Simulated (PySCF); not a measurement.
## Gas-phase XPS of `O=[CH][GeH2][GeH2][GeH3]`, computed

Compound: CH₈Ge₃O.
Atom-mapped SMILES: `[O:1]=[CH:2][GeH2:3][GeH2:4][GeH3:5]`

Computed, not measured: PySCF 2.14.0, delta-SCF UKS SCAN, pcX-2 on the ionised atom, pcseg-1 elsewhere, spin-free X2C. These are vertical core ionisation energies against the vacuum level, from separate self-consistent calculations with and without the core hole.

What binding energy does each computed site have?

| atom(s) | bonded to | level | binding energy (eV) | count |
| --- | --- | --- | --- | --- |
| O1 | C (double bond) | O 1s | 538.39 | 1 |

Which photon wavelength matches the O 1s of O1 threshold?

λ = hc/E = 12398.42 eV Å / 538.39 eV = 23.029 Å.

Give the binding energy of O 1s of O1 in hartree and in kJ/mol.

538.39 eV = 19.7855 Eh = 51947 kJ/mol.

Not every level is listed. No level of carbon or germanium is listed. One conformer (not necessarily the lowest) at the PBE0-D3(BJ)/def2-SVP geometry, without solvent, vibrations or thermal averaging.

Time: 92 s. Hardware: an Arm Neoverse V1 with one thread, no GPU (shared host).

The values belong to the conformer `[O:1]=[CH:2][GeH2:3][GeH2:4][GeH3:5]`: O1–C2–Ge3–Ge4 1°, C2–Ge3–Ge4–Ge5 0°.
